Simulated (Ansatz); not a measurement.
**A rate constant, worked out**

An elementary step of ZnH₄SO₂, singlet (ZnH₂O₂ ([OH][Zn][OH]) + H₂S → ZnH₂SO ([OH][Zn][SH]) + H₂O (still joined by a long Zn–O bond); Zn–O, H–S broken or loosened, Zn–S, O–H formed or tightened). The start structure is the complex of the reactants, bound by 0.38 eV, and the electronic barrier above it is 0.263 eV by CCSD(T) at an estimated basis limit (MP2 extrapolated from triple and quadruple zeta, plus CCSD(T) − MP2 in triple zeta). Program: Ansatz 0.2.0. Basis: def2-TZVPP and def2-QZVPP. Cores are frozen in the correlated methods. The 3s and 3p shells of Cu and Zn are frozen; filled d shells are correlated. Extrapolation: Hartree–Fock as exp(−7.88 √X), correlation as X^−2.97. Harmonic wavenumbers at PBE0-D4/def2-TZVP (Ansatz 0.2.0), in cm⁻¹:

Start: 95, 113, 122, 152, 179, 184, 254, 357, 443, 577, 708, 774, 802, 1203, 2640, 2724, 3912, 3913.

Saddle: 630i, 114, 123, 188, 226, 239, 369, 448, 521, 553, 677, 783, 861, 1215, 1463, 2719, 3895, 3911.

Question: Work out the transition-state-theory rate constant at 700 K from these numbers alone (harmonic vibrations; rotation, path degeneracy and anharmonicity left out), and the Wigner tunnelling factor. Use 1 cm⁻¹ = 1.2398 × 10⁻⁴ eV and k_B = 8.617 × 10⁻⁵ eV/K.

Answer: Zero-point energies, half the sums: start 19152/2 cm⁻¹ = 1.1873 eV; saddle, real modes only, 18305/2 cm⁻¹ = 1.1348 eV.
Barrier with zero-point energy: 0.263 + 1.1348 − 1.1873 = 0.2105 eV.
k_BT = 0.06032 eV, so the barrier is 3.49 k_BT.
Vibrational partition functions from the zero-point level, ln q = −Σ ln(1 − exp(−hν/k_BT)): start 11.696, saddle 8.922.
k = (k_BT/h) exp(ln q‡ − ln q) exp(−E0/k_BT), with log₁₀(k_BT/h in s⁻¹) = 13.16: log₁₀ k = 13.16 + (-2.774 − 3.49)/2.3026 = 10.44, so k ≈ 3 × 10^(10) s⁻¹.
Wigner factor: 1 + (hν‡/k_BT)²/24 = 1 + (1.29)²/24 = 1.07. A change of 1 kcal/mol (0.043 eV) in the barrier would change k by a factor of 2.1 at this temperature.

No T1 diagnostic of these runs exceeds 0.016.

Labels in which every atom is bracketed show which atoms are joined, not bond orders.

For scale, one of the runs: CCSD(T)/def2-TZVPP, 224 basis functions, launched by `ansatz run in.yaml --threads 8 --pin off --events-out ev --progress --plain --max-ram 19148MiB`. The run took 84 s on 8 CPU threads of an AMD EPYC 7R43 (shared host), with 3.6 GiB of host memory at its peak.
